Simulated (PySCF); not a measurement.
C8H7Si (doublet state).
Structure used (GFN2-xTB), in Å, numbered top down from 1:
```xyz
16
C8H7Si angstrom
C      2.4804   -2.0069   -0.3506
C      1.4669   -1.3715   -0.2268
C      0.2522   -0.6675   -0.0820
C     -0.9429   -1.3794   -0.0766
C     -2.1526   -0.7270    0.0653
C     -2.1739    0.6594    0.2060
C     -1.0011    1.3760    0.2008
C      0.2496    0.7454    0.0564
Si     1.7918    1.7316    0.0503
H      3.3693   -2.5535   -0.4570
H     -0.9105   -2.4549   -0.1847
H     -3.0753   -1.2879    0.0682
H     -3.1188    1.1722    0.3182
H     -1.0322    2.4520    0.3095
H      3.1066    1.1488   -0.0898
H      1.6828    3.1721    0.1813
```

The hyperfine couplings belong to this conformer and change with its torsions.

The species is `C#CC1=CC=CC=C1[SiH2]` [radical].

Computed, not measured: PySCF 2.14.0, UKS B3LYP, pcH-1 on C H Si, non-relativistic, mean-field spin-orbit, GIAO. Isolated species at its GFN2-xTB geometry, gas phase. A GFN2-xTB geometry isn't a minimum of the functional, and hyperfine couplings can be far from their values at a DFT geometry, by a factor of two or more for some ions and for spin on atoms past the first row. No stability test was run, so a lower SCF solution isn't excluded.

Largest spin populations (Mulliken): Si9 (+0.96), C5 (+0.14), C3 (+0.12) and C8 (-0.12). The angles at Si9 add up to 360.0°, so it is planar; its axial dipolar tensor and the negative couplings of its protons fit spin in a p orbital normal to that plane.

(1) McConnell's relation a(H) = Q·ρ ties the coupling of a proton on a planar π carbon to the spin population of that carbon. What Q do the computed values give?

Results:

(1) 
| H | C | ρ(C) | a(H) (G) | a/ρ (G) |
| --- | --- | --- | --- | --- |
| H12 | C5 | +0.142 | -3.29 | -23.3 |
| H14 | C7 | +0.114 | -2.83 | -24.8 |

A least-squares line through the origin gives Q = -23.9 G with Mulliken populations. In every row coupling and population have opposite signs.

Couplings in gauss use g_iso = 2.0036.
